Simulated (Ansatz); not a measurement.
A run on C3H6BFO (`BC(=O)C(C)F`) with other settings.

```yaml
crystal:
  periodic: [false, false, false]
  atoms:
    - {symbol: B, position_ang: [-0.197133, -2.061344, 0.339992]}
    - {symbol: C, position_ang: [-0.282091, -0.709106, -0.353181]}
    - {symbol: O, position_ang: [-0.063364, -1.465739, -1.305392]}
    - {symbol: C, position_ang: [-0.443827, 0.760807, -0.422119]}
    - {symbol: C, position_ang: [0.615840, 1.452419, 0.411442]}
    - {symbol: F, position_ang: [-0.389053, 1.197880, -1.723099]}
    - {symbol: H, position_ang: [0.860996, -2.411009, 0.766699]}
    - {symbol: H, position_ang: [-1.204211, -2.679610, 0.502650]}
    - {symbol: H, position_ang: [-1.444911, 0.985837, -0.028496]}
    - {symbol: H, position_ang: [1.609516, 1.228855, 0.020431]}
    - {symbol: H, position_ang: [0.561022, 1.116324, 1.447758]}
    - {symbol: H, position_ang: [0.454215, 2.529583, 0.377416]}
basis:
  gaussian: {orbitals: x2c-TZVPPall}
hamiltonian: {xc: {name: wB97M-V}}
accuracy: high
scf: {lower_state_search: light}
output: {forces: true}
```

```sh
$ ansatz run in.yaml --threads 4 --pin off --events-out ev --progress --plain --max-ram 10444MiB
```

It prints (some lines left out):

```
Functional definition: wB97M-V
4806 factors; integrals over basis functions are off by at most 3.6e-8 eV
516 factors; integrals over basis functions are off by at most 2.5e-9 eV
mean field evaluation 1: about -8649.1121 eV, gradient 4.6e1 eV
mean field evaluation 2: about -8649.3713 eV, gradient 4.9e1 eV
mean field evaluation 4: about -8653.1750 eV, gradient 2.5e0 eV
mean field evaluation 8: about -8653.3379 eV, gradient 1.8e-1 eV
mean field evaluation 16: about -8653.3380 eV, gradient 3.7e-4 eV
mean field -8653.33801818 eV, -318.0043067248 hartree, gradient 4.2e-8 eV, S^2 0.000000; 0 other end points of the search recorded, 0 dependent functions left out
reference -8653.33802379 eV, -318.0043069313 hartree; 23, 23 occupied and 247, 247 virtual orbitals, 4806 factors
Total energy: -8653.33802379 eV, -318.0043069313 hartree
Relativity: scalar
Atom 0 at    -0.197133    -2.061344     0.339992 Å, force     0.023399    -0.296121     0.131635 eV/Å
Atom 1 at    -0.282091    -0.709106    -0.353181 Å, force    -0.001510     0.051352     0.007040 eV/Å
Atom 2 at    -0.063364    -1.465739    -1.305392 Å, force     0.007460    -0.013254    -0.058458 eV/Å
Atom 3 at    -0.443827     0.760807    -0.422119 Å, force    -0.208755     0.054514     0.248523 eV/Å
Atom 4 at     0.615840     1.452419     0.411442 Å, force     0.109961     0.090076     0.076779 eV/Å
Atom 5 at    -0.389053     1.197880    -1.723099 Å, force     0.031252     0.053127    -0.234864 eV/Å
Atom 6 at     0.860996    -2.411009     0.766699 Å, force    -0.139059     0.049830    -0.052610 eV/Å
Atom 7 at    -1.204211    -2.679610     0.502650 Å, force     0.131667     0.087234    -0.017836 eV/Å
Atom 8 at    -1.444911     0.985837    -0.028496 Å, force     0.098715    -0.023891    -0.048814 eV/Å
Atom 9 at     1.609516     1.228855     0.020431 Å, force    -0.074353     0.011432     0.021033 eV/Å
Atom 10 at     0.561022     1.116324     1.447758 Å, force     0.001906     0.025380    -0.077204 eV/Å
Atom 11 at     0.454215     2.529583     0.377416 Å, force     0.019317    -0.089678     0.004776 eV/Å
Dipole moment:    -0.032945     0.513951     0.430008 e Å
```

Run time 62 s (4 threads of an Arm Neoverse V2 on a shared host); peak host memory 2.8 GiB.
